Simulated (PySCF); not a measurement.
Stationary points of [Ag3Se]+

Method: PBE0 in PySCF with Se def2-SVP, Ag def2-SVP with ECP28; scalar-relativistic core potentials, no spin–orbit coupling; density-fitted integrals.

Relaxations began from a few typed shapes. The search is not exhaustive: other isomers or separated fragments can lie lower, and high-lying points may rest on an excited occupation.

Order these stationary points by electronic energy, lowest first, in kJ/mol from the lowest minimum.
A. singlet C3v: Se–Ag 2.478 Å (×3); Ag–Se–Ag 92.7° (×3)
B. singlet D3h: Se–Ag 2.468 Å (×3); Ag–Se–Ag 120.0° (×3)
C. singlet C2v: Ag–Ag 2.912 Å (×2), Se–Ag 2.499 Å, Se–Ag 2.508 Å (×2); Ag–Ag–Ag 109.1°, Ag–Ag–Se 54.3° (×2), Ag–Ag–Se 54.6° (×2), Ag–Se–Ag 71.1° (×2), Ag–Se–Ag 142.2°

A (0.0), B (39.3), C (48.3).

Which of them are minima?

By energy in kJ/mol, 0.0: not settled, its softest mode being under 30 cm⁻¹; 39.3: saddle point, 1 imaginary mode; 48.3: saddle point, 1 imaginary mode.
